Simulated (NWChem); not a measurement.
System: C3H2BrF; SMILES C=C=C(F)Br

NWChem input:

```
start job
memory heap 200 mb stack 900 mb global 1100 mb
geometry units angstroms noautoz
  C      1.035182     2.698247     0.000000
  C      0.267654     1.639705     0.000000
  C     -0.479500     0.568223     0.000000
  F     -1.803484     0.585618     0.000000
  Br     0.227930    -1.172888     0.000000
  H      1.369144     3.162073    -0.936093
  H      1.369144     3.162073     0.936093
end
basis spherical
  * library 6-31g*
end
dft
  xc pbe0
  iterations 150
  mulliken
end
task dft energy
```

Output (shortened):

```
             Northwest Computational Chemistry Package (NWChem) 7.3.0
             --------------------------------------------------------

 CS  symmetry detected

                             Geometry "geometry" -> ""
                             -------------------------

 Output coordinates in angstroms (scale by  1.889725989 to convert to a.u.)

  No.       Tag          Charge          X              Y              Z
 ---- ---------------- ---------- -------------- -------------- --------------
    1 C                    6.0000     1.00670628     2.71274925     0.00000000
    2 C                    6.0000     0.25390990     1.64368049     0.00000000
    3 C                    6.0000    -0.47833525     0.56195510     0.00000000
    4 F                    9.0000    -1.80243318     0.56101472     0.00000000
    5 Br                  35.0000     0.25313675    -1.16919292     0.00000000
    6 H                    1.0000     1.33421348     3.18115527    -0.93609300
    7 H                    1.0000     1.33421348     3.18115527     0.93609300

 Effective nuclear repulsion energy (a.u.)     288.5461133942

      Symmetry information
      --------------------

 Group name             Cs
 Group number              2
 Group order               2
 No. of unique centers     6

                                 NWChem DFT Module
                                 -----------------

 Summary of "ao basis" -> "ao basis" (spherical)
 ------------------------------------------------------------------------------
       Tag                 Description            Shells   Functions and Types
 ---------------- ------------------------------  ------  ---------------------
 C                           6-31g*                  6       14   3s2p1d
 F                           6-31g*                  6       14   3s2p1d
 Br                          6-31g*                 12       32   5s4p3d
 H                           6-31g*                  2        2   2s

      Symmetry analysis of basis
      --------------------------

        a'         64
        a"         28

            General Information
            -------------------
          SCF calculation type: DFT
          Wavefunction type:  closed shell.
          No. of atoms     :     7
          No. of electrons :    64
           Alpha electrons :    32
            Beta electrons :    32
          Charge           :     0
          Spin multiplicity:     1
          Use of symmetry is: on ; symmetry adaption is: on
          Maximum number of iterations: 150
          AO basis - number of functions:    92
                     number of shells:    40
          Convergence on energy requested:  1.00D-06
          Convergence on density requested:  1.00D-05
          Convergence on gradient requested:  5.00D-04

              XC Information
              --------------
                         PBE0 Method XC Functional
                     Hartree-Fock (Exact) Exchange  0.250
          PerdewBurkeErnzerhof Exchange Functional  0.750
            Perdew 1991 LDA Correlation Functional  1.000 local
           PerdewBurkeErnz. Correlation Functional  1.000 non-local

             Grid Information
             ----------------
          Grid used for XC integration:  medium
          Radial quadrature: Mura-Knowles
          Angular quadrature: Lebedev.
          Tag              B.-S. Rad. Rad. Pts. Rad. Cut. Ang. Pts.
          ---              ---------- --------- --------- ---------
          C                   0.70       49          11.0       434
          F                   0.50       49          10.0       434
          Br                  1.15      112          11.0       590
          H                   0.35       45          12.0       434
          Grid pruning is: on
          Number of quadrature shells:   353
          Spatial weights used:  Erf1

      Superposition of Atomic Density Guess
      -------------------------------------

 Sum of atomic energies:       -2785.43683808

      Non-variational initial energy
      ------------------------------

 Total energy =   -2787.487792
 1-e energy   =   -4447.719960
 2-e energy   =    1371.686055
 HOMO         =      -0.230102
 LUMO         =      -0.011571

      Symmetry analysis of molecular orbitals - initial
      -------------------------------------------------

  Numbering of irreducible representations:

     1 a'          2 a"

  Orbital symmetries:

     1 a'          2 a'          3 a'          4 a'          5 a"
     6 a'          7 a'          8 a'          9 a'         10 a'
    11 a'         12 a'         13 a"         14 a'         15 a'
    16 a"         17 a'         18 a"         19 a'         20 a'
    21 a'         22 a'         23 a'         24 a'         25 a"
    26 a'         27 a"         28 a'         29 a"         30 a'
    31 a'         32 a"         33 a'         34 a'         35 a"
    36 a'         37 a"         38 a'         39 a'         40 a'
    41 a'         42 a"

     ---------------------------------------------
      Total Density - Mulliken Population Analysis
     ---------------------------------------------

    Atom       Charge   Shell Charges
 -----------   ------   -------------------------------------------------------
    1 C    6     6.50   2.00  0.72  1.92  0.64  1.19  0.03
    2 C    6     6.02   2.00  0.74  1.95  0.50  0.80  0.03
    3 C    6     5.36   2.00  0.63  1.45  0.51  0.69  0.07
    4 F    9     9.42   2.00  0.94  3.37  1.00  2.09  0.01
    5 Br  35    35.16   2.00  2.00  6.00  2.00  5.99  1.56  3.82  0.37  1.39  6.97  2.93  0.14
    6 H    1     0.77   0.46  0.31
    7 H    1     0.77   0.46  0.31

   convergence    iter        energy       DeltaE   RMS-Dens  Diis-err
 ---------------- ----- ----------------- --------- --------- ---------
 d= 0,ls=0.0,diis     1  -2788.4868787622 -3.08D+03  1.64D-02  8.48D-01
 d= 0,ls=0.0,diis     2  -2788.4023451962  8.45D-02  1.03D-02  1.69D+00
 d= 0,ls=0.0,diis     3  -2788.5824211563 -1.80D-01  2.32D-03  3.58D-02
 d= 0,ls=0.0,diis     4  -2788.5849535110 -2.53D-03  1.02D-03  1.88D-02
 d= 0,ls=0.0,diis     5  -2788.5874916823 -2.54D-03  1.58D-04  4.25D-04
  Resetting Diis
 d= 0,ls=0.0,diis     6  -2788.5875265922 -3.49D-05  7.59D-05  3.66D-05
 d= 0,ls=0.0,diis     7  -2788.5875317142 -5.12D-06  4.00D-05  3.92D-06
 d= 0,ls=0.0,diis     8  -2788.5875309709  7.43D-07  2.42D-05  9.89D-06
 d= 0,ls=0.0,diis     9  -2788.5875321864 -1.22D-06  2.58D-06  6.40D-08
 d= 0,ls=0.0,diis    10  -2788.5875321937 -7.32D-09  4.55D-07  2.31D-09

         Total DFT energy =    -2788.587532193669
      One electron energy =    -4449.687726659595
           Coulomb energy =     1490.774585796630
    Exchange-Corr. energy =     -118.220504724945
 Nuclear repulsion energy =      288.546113394241

 Numeric. integr. density =       63.999995536549

                  Occupations of the irreducible representations
                  ----------------------------------------------

                     irrep           alpha         beta
                     --------     --------     --------
                     a'               24.0         24.0
                     a"                8.0          8.0

                       DFT Final Molecular Orbital Analysis
                       ------------------------------------

 Vector   30  Occ=2.000000D+00  E=-3.326276D-01  Symmetry=a'
              MO Center=  3.0D-01,  8.0D-02,  9.2D-16, r^2= 3.9D+00
   Bfn.  Coefficient  Atom+Function         Bfn.  Coefficient  Atom+Function
  ----- ------------  ---------------      ----- ------------  ---------------
    67      0.607391  5 Br px                63     -0.271501  5 Br px
    71      0.239786  5 Br px                17      0.214425  2 C  px
     3      0.179758  1 C  px                21      0.140252  2 C  px
    45      0.136951  4 F  px                 4     -0.130456  1 C  py
    18     -0.128804  2 C  py                 7      0.120408  1 C  px

 Vector   31  Occ=2.000000D+00  E=-3.012060D-01  Symmetry=a'
              MO Center=  4.6D-01,  8.3D-01, -1.1D-17, r^2= 4.3D+00
   Bfn.  Coefficient  Atom+Function         Bfn.  Coefficient  Atom+Function
  ----- ------------  ---------------      ----- ------------  ---------------
    67      0.426937  5 Br px                68      0.313115  5 Br py
     3     -0.277595  1 C  px                17     -0.237434  2 C  px
     7     -0.202468  1 C  px                18      0.197969  2 C  py
    63     -0.189094  5 Br px                 4      0.187209  1 C  py
    71      0.179496  5 Br px                21     -0.146154  2 C  px

 Vector   32  Occ=2.000000D+00  E=-2.610867D-01  Symmetry=a"
              MO Center=  3.9D-02,  6.3D-01, -4.9D-16, r^2= 3.4D+00
   Bfn.  Coefficient  Atom+Function         Bfn.  Coefficient  Atom+Function
  ----- ------------  ---------------      ----- ------------  ---------------
    69      0.445010  5 Br pz                19     -0.360251  2 C  pz
    33     -0.330845  3 C  pz                23     -0.275730  2 C  pz
    73      0.214425  5 Br pz                47      0.199584  4 F  pz
    65     -0.195393  5 Br pz                37     -0.187160  3 C  pz
    51      0.161421  4 F  pz                90     -0.115757  6 H  s

 Vector   33  Occ=0.000000D+00  E=-3.904533D-02  Symmetry=a'
              MO Center=  3.8D-01,  1.1D+00,  1.4D-13, r^2= 4.4D+00
   Bfn.  Coefficient  Atom+Function         Bfn.  Coefficient  Atom+Function
  ----- ------------  ---------------      ----- ------------  ---------------
    34     -0.424812  3 C  s                 72      0.422258  5 Br py
     7      0.387801  1 C  px                68      0.366839  5 Br py
    21     -0.313652  2 C  px                 3      0.305185  1 C  px
    17     -0.278321  2 C  px                 8     -0.270739  1 C  py
    35     -0.235218  3 C  px                32      0.217164  3 C  py

 Vector   34  Occ=0.000000D+00  E= 1.387365D-02  Symmetry=a"
              MO Center=  1.1D-01,  1.3D+00, -2.6D-16, r^2= 3.2D+00
   Bfn.  Coefficient  Atom+Function         Bfn.  Coefficient  Atom+Function
  ----- ------------  ---------------      ----- ------------  ---------------
    37      0.523107  3 C  pz                23     -0.463665  2 C  pz
    33      0.464550  3 C  pz                90     -0.453531  6 H  s
    92      0.453531  7 H  s                 19     -0.411766  2 C  pz
     9     -0.256319  1 C  pz                47     -0.171849  4 F  pz
    51     -0.170949  4 F  pz                73     -0.149533  5 Br pz

 Vector   35  Occ=0.000000D+00  E= 3.001459D-02  Symmetry=a'
              MO Center=  1.3D-01, -7.8D-03, -6.0D-14, r^2= 4.0D+00
   Bfn.  Coefficient  Atom+Function         Bfn.  Coefficient  Atom+Function
  ----- ------------  ---------------      ----- ------------  ---------------
    34      1.013328  3 C  s                 72     -0.662006  5 Br py
    36     -0.497895  3 C  py                70     -0.462251  5 Br s
    71      0.367748  5 Br px                21     -0.316431  2 C  px
    32     -0.293732  3 C  py                68     -0.274972  5 Br py
    48     -0.262121  4 F  s                 49     -0.242444  4 F  px

     ---------------------------------------------
      Total Density - Mulliken Population Analysis
     ---------------------------------------------

    Atom       Charge   Shell Charges
 -----------   ------   -------------------------------------------------------
    1 C    6     6.53   2.00  0.68  2.05  0.67  1.11  0.03
    2 C    6     5.72   2.00  0.69  2.01  0.44  0.55  0.03
    3 C    6     5.91   2.00  0.66  1.94  0.54  0.69  0.08
    4 F    9     9.26   2.00  0.94  3.29  1.03  1.98  0.02
    5 Br  35    35.01   2.00  2.00  6.00  2.00  5.99  1.63  3.81  0.33  1.21  6.95  2.92  0.18
    6 H    1     0.79   0.51  0.28
    7 H    1     0.79   0.51  0.28

     -------------------------------------------
      Total Density - Lowdin Population Analysis
     -------------------------------------------

    Atom       Charge   Shell Charges
 -----------   ------   -------------------------------------------------------
    1 C    6     6.26   1.99  0.55  1.85  0.45  1.36  0.07
    2 C    6     6.05   1.99  0.55  1.80  0.39  1.25  0.07
    3 C    6     6.02   1.98  0.51  1.74  0.39  1.19  0.20
    4 F    9     9.07   1.99  0.93  3.17  0.80  2.13  0.04
    5 Br  35    34.94   2.00  2.00  5.99  1.99  5.90  1.27  3.46  0.58  1.68  6.71  3.08  0.27
    6 H    1     0.83   0.48  0.36
    7 H    1     0.83   0.48  0.36

     Multipole analysis of the density
     ---------------------------------

     L   x y z        total         alpha         beta         nuclear
     -   - - -        -----         -----         ----         -------
     0   0 0 0     -0.000000    -32.000000    -32.000000     64.000000

     1   1 0 0      0.462703      0.231351      0.231351      0.000000
     1   0 1 0      0.577461      0.288731      0.288731     -0.000000
     1   0 0 1      0.000000      0.000000      0.000000      0.000000

     2   2 0 0    -30.205576    -91.670462    -91.670462    153.135348
     2   1 1 0      2.062228    -10.228578    -10.228578     22.519383
     2   1 0 1      0.000000      0.000000      0.000000      0.000000
     2   0 2 0    -25.132129   -250.356958   -250.356958    475.581786
     2   0 1 1      0.000000      0.000000      0.000000      0.000000
     2   0 0 2    -29.421456    -17.839945    -17.839945      6.258434
```

Level: PBE0/6-31G* (spherical d). All runs use the structure optimised with PBE0/def2-SVP.
